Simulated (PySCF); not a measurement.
Job file and geometry (Å, from GFN2-xTB) of an NMR shielding run on `InChI=1S/C3H4B2Cl2F2/c1-2-3(4(6)7)5(8)9/h2H,1H3/b3-2+`, GIAO PBE0/pcSseg-1 NMR shielding, non-relativistic, gas phase in PySCF 2.14.0, density-fitted response routines; density fitting, a coarse starting grid and PySCF grid level 2 are the driver's defaults:

```
$ OMP_NUM_THREADS=1 python probes_run.py task.json out

{"job": {"kind": "nmr", "xc": "PBE0", "basis": "pcSseg-1"}, "charge": 0, "multiplicity": 1}
C      1.933870     0.097256    -0.072537
C      0.639887    -0.574592    -0.332598
C     -0.591655    -0.112074    -0.028829
B     -1.806301    -0.988744    -0.460823
F     -1.658026    -2.132357    -1.104245
F     -3.062157    -0.682218    -0.203282
B     -0.875821     1.232399     0.732336
Cl    -0.159440     1.564719     2.261544
Cl    -1.975000     2.377034     0.082300
H      2.551257    -0.544828     0.555731
H      1.809878     1.060161     0.411792
H      2.468455     0.229817    -1.012957
H      0.720667    -1.526087    -0.846159
```

**Question.** What does the program print?

**Answer.** 
```
coarse grid: 13336 points
cycle   1  E = -1285.8063458239  dE =  1.190e+00  |g| = 6.746e-01  |ddm| = 3.330e+00
cycle   2  E = -1285.7647289466  dE =  4.162e-02  |g| = 8.933e-01  |ddm| = 9.607e-01
cycle   3  E = -1285.8898329081  dE = -1.251e-01  |g| = 7.112e-02  |ddm| = 5.250e-01
cycle   4  E = -1285.8907891189  dE = -9.562e-04  |g| = 2.982e-02  |ddm| = 7.993e-02
cycle   5  E = -1285.8909723740  dE = -1.833e-04  |g| = 9.558e-03  |ddm| = 2.767e-02
cycle   6  E = -1285.8909921614  dE = -1.979e-05  |g| = 3.144e-03  |ddm| = 9.726e-03
cycle   7  E = -1285.8909946659  dE = -2.505e-06  |g| = 9.188e-04  |ddm| = 3.607e-03
final grid: 124232 points
cycle   8  E = -1285.9473175843  dE = -6.268e-05  |g| = 7.132e-03  |ddm| = 2.238e-02
cycle   9  E = -1285.9473133904  dE =  4.194e-06  |g| = 7.794e-03  |ddm| = 1.174e-02
cycle  10  E = -1285.9473286220  dE = -1.523e-05  |g| = 1.416e-03  |ddm| = 7.139e-03
cycle  11  E = -1285.9473290516  dE = -4.296e-07  |g| = 4.907e-04  |ddm| = 1.543e-03
cycle  12  E = -1285.9473291089  dE = -5.731e-08  |g| = 9.620e-05  |ddm| = 4.242e-04
cycle  13  E = -1285.9473291108  dE = -1.925e-09  |g| = 3.333e-05  |ddm| = 1.146e-04
cycle  14  E = -1285.9473291111  dE = -2.719e-10  |g| = 6.675e-06  |ddm| = 3.177e-05
converged SCF energy = -1285.9473291111

GIAO shielding tensors (ppm)
atom      isotropic    diamagn.    paramagn.     s11        s22        s33       span
  0 C      161.236     249.578     -88.342    143.137    161.615    178.956     35.819
  1 C        7.286     256.797    -249.511   -124.942    -13.960    160.761    285.704
  2 C       47.408     263.187    -215.779    -40.997     35.366    147.854    188.851
  3 B       77.500     193.580    -116.080     65.771     80.900     85.830     20.060
  4 F      264.590     469.402    -204.813    101.964    310.290    381.515    279.551
  5 F      254.206     466.347    -212.141    101.886    291.291    369.441    267.554
  6 B       41.962     190.019    -148.057      5.211     27.651     93.023     87.812
  7 Cl     651.760    1147.842    -496.082    381.475    692.577    881.228    499.753
  8 Cl     647.891    1147.283    -499.391    360.570    686.021    897.083    536.512
  9 H       29.517      28.535       0.982     26.325     26.861     35.365      9.040
 10 H       29.193      30.831      -1.638     24.077     29.705     33.796      9.719
 11 H       29.609      28.510       1.099     26.233     27.046     35.548      9.315
 12 H       23.915      32.694      -8.780     20.735     22.202     28.806      8.071
```

Size and cost of the density-fitted run: 187 basis functions, 56 s wall time on 1 thread of an Arm Neoverse N1, shared host; peak memory 0.83 GiB.
